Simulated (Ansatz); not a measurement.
Species: H2BF, SMILES `BF` (charge 0, multiplicity 1).

Give a relaxed geometry from Ansatz (a program for electronic structure) with B3LYP-D3(BJ)/def2-TZVP.

the end point of this relaxation (outside a Z-matrix the atoms follow the SMILES, hydrogens last).
Cartesian coordinates (Å) in one orientation:
```xyz
4

B     -0.051     0.010     0.001
F      1.246    -0.241    -0.015
H     -0.398     1.151     0.004
H     -0.798    -0.921     0.010
```
